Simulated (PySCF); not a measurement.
Mapped SMILES: `[NH2:1][c:2]1[cH:3][cH:4][cH:5][c:6]([Cl:7])[cH:8]1`. Hydrogens are named by the atom that carries them.

PySCF 2.14 calculation with shielding tensors at PBE0/pcSseg-1 (GIAO) and geometry from PBE0-D3(BJ)/def2-SVP; a single conformation, relativity neglected, no solvent, one averaged value for each set of equivalent atoms.

Chemical shifts δ = σref − σ; 13C vs TMS, all at this level.

Do the 13C shifts follow the atomic charges (in e)? Tabulate both.

Answers


```tsv
atoms	hybridisation	δ (ppm)	σ para (ppm)	Hirshfeld	IAO	Mulliken	ESP-fitted
C2	sp2	152.2	-221	+0.06	+0.14	+0.06	+0.29
C6	sp2	146.9	-216	+0.01	+0.01	-0.24	-0.09
C4	sp2	135.7	-205	-0.04	-0.13	-0.09	-0.22
C5	sp2	122.1	-188	-0.08	-0.20	+0.03	-0.05
C8	sp2	117.1	-183	-0.09	-0.22	+0.06	-0.16
C3	sp2	114.2	-183	-0.08	-0.21	-0.07	-0.25
```

Correlation coefficients of δ with charge over these carbons: Hirshfeld +0.96, IAO +0.95, Mulliken -0.29, ESP-fitted +0.69; with the paramagnetic shielding -1.00. With so few points these coefficients are fragile. Charge is one influence among several: hybridisation and low-lying excitations act through the paramagnetic term.

Carbons that carry Cl, above all several Cl atoms, come out too deshielded, partly because spin–orbit coupling is missing. Shifts are as computed. Against solution values, carbons near 30 ppm lie about +2 ppm off and those near 130 ppm about +5 ppm; carbons on Cl a further +5 ppm. Of 1211 compounds with measured shifts, 218 miss one by over three times the rms of a fit or turn the order of signals round; such compounds aren't used in these exercises.
